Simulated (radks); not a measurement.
Values are calculated unless marked as measured or tabulated.
Question: Code: a radial shooting solver on a logarithmic mesh with Libxc functionals. Model: scalar-relativistic Kohn-Sham, PBE, spin-polarised, spherical densities, finite nucleus; open shells are filled with parallel spins first (spin-orbit coupling, left out, can overturn this in heavy ions); Fermi nuclear charge, rms radius of each element as measured or else 0.836 A^(1/3) + 0.57 fm. Response by self-consistent Sternheimer equations with the Hartree and adiabatic LDA kernel, the relativistic mass of each level held fixed and spin-orbit coupling left out. For heavy and open-shell atoms this level of theory can miss by tens of per cent. Rank As2+, Pb, Br+, La3+, Sr, Co3+, Ru (NIST ground configurations) by static dipole polarisability, largest first.

Answer: Sr 187.9, Pb 70.32, Ru 59.32, Br+ 12.65, As2+ 10.01, La3+ 7.696, Co3+ 1.899 bohr^3.
